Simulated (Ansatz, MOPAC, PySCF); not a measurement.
Donor–acceptor adduct: BH3 (SMILES B) (first 4 atoms) with C2H6S (SMILES CSC); geometry from B3LYP-D3(BJ)/def2-TZVP, rigid monomers moved along the line of their centres of mass till B1···S6 is 3.49 Å.
(charge 0, multiplicity 1):
```csv
atom,x (Å),y (Å),z (Å)
B,-0.3293,0.6027,0.7595
H,0.0017,-0.2209,-0.0559
H,-1.4951,0.9039,0.7056
H,0.4334,1.5290,0.8904
C,1.8995,-1.1685,4.0838
S,0.1266,-0.9027,3.8789
C,-0.1497,0.3714,5.1264
H,2.1028,-1.5832,5.0695
H,2.2009,-1.8770,3.3153
H,2.4254,-0.2266,3.9365
H,0.0388,-0.0323,6.1196
H,-1.1916,0.6725,5.0412
H,0.4937,1.2251,4.9194
```

Counterpoise-corrected where a basis set is named; no monomer relaxation. Rows marked so take none.

Cores are frozen in the correlated methods. Rows in 3-21G, 6-31G* carry no dispersion term and start afresh at each structure (6-31G* with six Cartesian d functions). MP2/6-31G* freezes PySCF's default core. The state that PM6, PM7 reach isn't checked; PM7 holds dispersion and hydrogen-bond terms.

Codes used: Ansatz (an electronic-structure program) with Gaussian orbitals; MOPAC for PM6, PM7 (differences of heats of formation); PySCF for 3-21G rows, 6-31G* rows, the dispersion terms. Each number belongs to the level named beside it.

Other levels give for the interaction energy: PBE/def2-TZVPPD -6.26; B3LYP/def2-TZVPPD -4.85; B3LYP-D3(BJ)/def2-TZVPPD -6.13; wB97M-V/def2-TZVPPD -5.52; CCSD(T)/aug-cc-pV(D+d)Z -5.13 kcal/mol.

Problem. What do these common cheap choices give for the same quantity: PM6, PM7, HF/3-21G (no counterpoise), HF/6-31G*, BP86/6-31G* (no counterpoise), B3LYP/3-21G (no counterpoise), M06-2X/6-31G* (no counterpoise), MP2/6-31G*?

Solution. PM6 -2.27; PM7 -3.17; HF/3-21G (no counterpoise) -5.22; HF/6-31G* -3.81; BP86/6-31G* (no counterpoise) -5.79; B3LYP/3-21G (no counterpoise) -6.49; M06-2X/6-31G* (no counterpoise) -5.68; MP2/6-31G* -4.55 kcal/mol. They span -6.49 to -2.27 kcal/mol.
